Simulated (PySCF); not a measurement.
Members of one series of related molecules.

All values: PBE0/def2-SVPD (PySCF) at PBE0-D3(BJ)/def2-SVP geometries, gas phase, one conformer each. Core orbitals are frozen in the response; Δα² is half the sum of the squared differences of the principal polarisabilities. The calculation is non-relativistic, for germanium too.

Question: Rank by vertical ionisation energy (ΔSCF), highest first.
A. `CC#CBP` (C3H6BP)
B. `NBP` (BH5NP)
C. `CBP` (CH6BP)
D. `C(F)(OBP)F` (CH4BF2OP)
E. `PBCl` (BClH3P)

Answer: D (9.94 eV), E (9.80 eV), C (9.44 eV), B (9.19 eV), A (8.87 eV).

Question: Rank by dipole moment, highest first.
A. `[PH2:1][BH:2][Cl:3]` with H–P1–B2–Cl3 42° and 142°
B. `[CH3:1][O:2][BH:3][PH2:4]` with C1–O2–B3–P4 4°, O2–B3–P4–H -49° and -147°
C. `[SiH3:1][O:2][BH:3][PH2:4]` with Si1–O2–B3–P4 0°, O2–B3–P4–H -44° and -142°
D. `[PH2:1][BH:2][O:3][GeH3:4]` with H–P1–B2–O3 141° and 44°, P1–B2–O3–Ge4 -3°

Answer: D (2.09 D), B (1.60 D), C (1.34 D), A (1.09 D).

Question: Rank by polarisability anisotropy Δα, highest first.
A. `[CH2:1]=[CH:2][BH:3][PH2:4]` with C1–C2–B3–P4 16°, C2–B3–P4–H 45° and 147°
B. `[PH2:1][BH:2][O:3][GeH3:4]` with H–P1–B2–O3 141° and 44°, P1–B2–O3–Ge4 -3°
C. `[SiH3:1][S:2][BH:3][PH2:4]` with Si1–S2–B3–P4 -6°, S2–B3–P4–H 44° and 144°
D. `[NH2:1][BH:2][PH2:3]` with N1–B2–P3–H -148° and 119°
E. `[PH2:1][BH:2][Cl:3]` with H–P1–B2–Cl3 42° and 142°
F. `[CH3:1][C:2]#[C:3][BH:4][PH2:5]` with C3–B4–P5–H 41° and 143°

Answer: F (9.96 Å³), C (5.42 Å³), A (4.76 Å³), E (3.88 Å³), B (3.40 Å³), D (2.73 Å³).

All values together:

| SMILES | formula | μ (D) | HOMO (eV) | LUMO (eV) | α (Å³) | Δα (Å³) | electrons | α per electron (Å³) | ΔSCF removal energy (eV) |
| --- | --- | --- | --- | --- | --- | --- | --- | --- | --- |
| PBCl | BClH3P | 1.09 | -7.66 | -1.85 | 8.52 | 3.88 | 40 | 0.213 | 9.80 |
| [SiH3]SBP | BH6PSSi | 1.24 | -7.41 | -1.55 | 13.67 | 5.42 | 56 | 0.244 | 9.31 |
| NBP | BH5NP | 2.20 | -6.95 | -0.31 | 7.82 | 2.73 | 32 | 0.244 | 9.19 |
| COBP | CH6BOP | 1.60 | -7.26 | -0.59 | 8.83 | 2.67 | 40 | 0.221 | 9.41 |
| FC(F)OBP | CH4BF2OP | 2.14 | -7.75 | -1.21 | 8.94 | 2.74 | 56 | 0.160 | 9.94 |
| C=CBP | C2H6BP | 1.14 | -7.11 | -2.11 | 10.29 | 4.76 | 38 | 0.271 | 9.10 |
| CBP | CH6BP | 0.95 | -7.26 | -1.28 | 8.53 | 3.39 | 32 | 0.267 | 9.44 |
| PB[O][GeH3] | BGeH6OP | 2.09 | -7.08 | -0.53 | 11.27 | 3.40 | 66 | 0.171 | 9.13 |
| CC#CBP | C3H6BP | 2.16 | -7.00 | -1.97 | 12.70 | 9.96 | 44 | 0.289 | 8.87 |
| [SiH3]OBP | BH6OPSi | 1.34 | -7.21 | -0.77 | 10.80 | 3.30 | 48 | 0.225 | 9.29 |

Conformers: `[PH2:1][BH:2][Cl:3]` with H–P1–B2–Cl3 42° and 142°; `[SiH3:1][S:2][BH:3][PH2:4]` with Si1–S2–B3–P4 -6°, S2–B3–P4–H 44° and 144°; `[NH2:1][BH:2][PH2:3]` with N1–B2–P3–H -148° and 119°; `[CH3:1][O:2][BH:3][PH2:4]` with C1–O2–B3–P4 4°, O2–B3–P4–H -49° and -147°; `[F:1][CH:2]([F:3])[O:4][BH:5][PH2:6]` with F1–C2–O4–B5 175°, C2–O4–B5–P6 -7°, O4–B5–P6–H 40° and 138°; `[CH2:1]=[CH:2][BH:3][PH2:4]` with C1–C2–B3–P4 16°, C2–B3–P4–H 45° and 147°; `[CH3:1][BH:2][PH2:3]` with C1–B2–P3–H -143° and -40°; `[PH2:1][BH:2][O:3][GeH3:4]` with H–P1–B2–O3 141° and 44°, P1–B2–O3–Ge4 -3°; `[CH3:1][C:2]#[C:3][BH:4][PH2:5]` with C3–B4–P5–H 41° and 143°; `[SiH3:1][O:2][BH:3][PH2:4]` with Si1–O2–B3–P4 0°, O2–B3–P4–H -44° and -142°.

Q: By how much does the ΔSCF value exceed −ε(HOMO) over the species that have both?

A: By 1.87 to 2.24 eV, 2.08 eV on average, over 10 species.
